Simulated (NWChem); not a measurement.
Species: C$_{2}$H$_{3}$ClF$_{2}$; SMILES CC(F)(F)Cl

Results from NWChem. Pople sets run with spherical d functions. Each level has its own optimisation. Computed dipoles belong to the equilibrium geometry; the measured one is vibrationally averaged.

Measured dipole moment: 2.14 D (NIST CCCBDB, as tabulated in the package chemicals).

| level | dipole moment (D) | computed − measured |
|---|---|---|
| Hartree-Fock/STO-3G | 2.55 | +0.41 |
| Hartree-Fock/3-21G | 3.05 | +0.91 |
| Hartree-Fock/6-31G* | … | … |
| B3LYP/6-31G* | … | … |
| LDA (Slater exchange, VWN5)/def2-SVP | 1.96 | -0.18 |
| PBE/def2-SVP | 2.00 | -0.14 |
| BLYP/def2-SVP | 1.98 | -0.16 |
| PBE0/def2-SVP | 2.10 | -0.04 |

Question: Complete the blanks.

Answer: 
- Hartree-Fock/6-31G*, dipole moment (D): 2.29
- Hartree-Fock/6-31G*, computed − measured: +0.15
- B3LYP/6-31G*, dipole moment (D): 2.18
- B3LYP/6-31G*, computed − measured: +0.04
